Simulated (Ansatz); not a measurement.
Cost and result for the atomization energy of CH4Cl2GeO2, SMILES `C[O][Ge]([OH])([Cl])[Cl]` (10 atoms, 9 bonds).

```xyz
10

C    -1.282    0.557    0.873
O     0.093    0.234    0.752
Ge    0.743   -0.405   -0.740
O     2.447   -0.658   -0.467
Cl    0.437    0.954   -2.346
Cl   -0.203   -2.235   -1.264
H    -1.438    0.925    1.887
H    -1.573    1.339    0.165
H    -1.915   -0.322    0.715
H     2.692   -0.388    0.424
```

Total charge 0; spin multiplicity 1. Correlated methods include outer-core shells of Ge, which these sets cover unevenly. Scalar relativity is left out up to krypton. The geometry is a stationary point of PBE0-D4/def2-TZVP. It is one conformer, not always the lowest. Program: Ansatz. All runs use 2 threads of an AMD EPYC 7R13 on a shared host and a share of an NVIDIA H100 80 GB. Times are those of one run each, without the atoms' runs, and a repeat can differ threefold. Electronic energies, without spin–orbit coupling; frozen cores. CCSD(T)/CBS adds CCSD(T) − MP2 in def2-TZVPP to the MP2 limit, and its time is that of the two runs behind it. T1 = 0.011. With those shells the extrapolation isn't a true limit. B3LYP takes the VWN-RPA correlation (the form of Gaussian; ORCA's B3LYP/G).

CCSD(T)/CBS is a level of theory with its own doubt, some kJ/mol a heavy atom from the limit and from the frozen cores, so smaller differences don't rank the functionals.

```json
{"level": "B2PLYP/def2-TZVPP", "functions": "281", "wall time": "5.5 s", "atomization (kcal/mol)": "839.0", "difference from CCSD(T)/CBS": "-17.1", "per bond": "-1.9"}
{"level": "r2SCAN-D4/def2-TZVPP (with forces)", "functions": "281", "wall time": "6.5 s", "atomization (kcal/mol)": "857.1", "difference from CCSD(T)/CBS": "1.0", "per bond": "0.1"}
{"level": "PBE0-D4/def2-TZVPP", "functions": "281", "wall time": "6.5 s", "atomization (kcal/mol)": "849.2", "difference from CCSD(T)/CBS": "-6.9", "per bond": "-0.8"}
{"level": "PBE-D4/def2-TZVPP (with forces)", "functions": "281", "wall time": "7 s", "atomization (kcal/mol)": "869.8", "difference from CCSD(T)/CBS": "13.7", "per bond": "1.5"}
{"level": "ωB97X-V/def2-TZVPP", "functions": "281", "wall time": "8.5 s", "atomization (kcal/mol)": "856.0", "difference from CCSD(T)/CBS": "-0.1", "per bond": "0.0"}
{"level": "B3LYP-D4/def2-TZVPP (with forces)", "functions": "281", "wall time": "9 s", "atomization (kcal/mol)": "842.6", "difference from CCSD(T)/CBS": "-13.5", "per bond": "-1.5"}
{"level": "MP2/def2-QZVPP", "functions": "520", "wall time": "9.5 s", "atomization (kcal/mol)": "873.1", "difference from CCSD(T)/CBS": "17.0", "per bond": "1.9"}
{"level": "ωB97M-V/def2-TZVPP (with forces)", "functions": "281", "wall time": "9.5 s", "atomization (kcal/mol)": "853.0", "difference from CCSD(T)/CBS": "-3.1", "per bond": "-0.3"}
{"level": "CCSD(T)/def2-TZVPP", "functions": "281", "wall time": "15 s", "atomization (kcal/mol)": "832.9", "difference from CCSD(T)/CBS": "-23.2", "per bond": "-2.6"}
{"level": "CCSD(T)/CBS(def2)", "functions": "–", "wall time": "24 s", "atomization (kcal/mol)": "856.1", "difference from CCSD(T)/CBS": "0.0", "per bond": "0.0"}
```

In def2-TZVPP, CCSD(T) changes the Hartree–Fock value by +239.1 kcal/mol (the triples alone add +17.0 kcal/mol) and MP2 by +265.7 kcal/mol; breaking electron pairs costs correlation energy, which Hartree–Fock lacks. The D4 term adds +11.0 kcal/mol with B3LYP and +5.8 kcal/mol with PBE0; it sums over pairs of atoms, weighted by their polarisabilities, and B3LYP, whose exchange is more repulsive, gets the larger term. From PBE to PBE0 (25 % exact exchange), in def2-TZVPP and without D4, the atomization energy moves by −19.6 kcal/mol: exact exchange takes away binding that semilocal exchange gives to molecules.
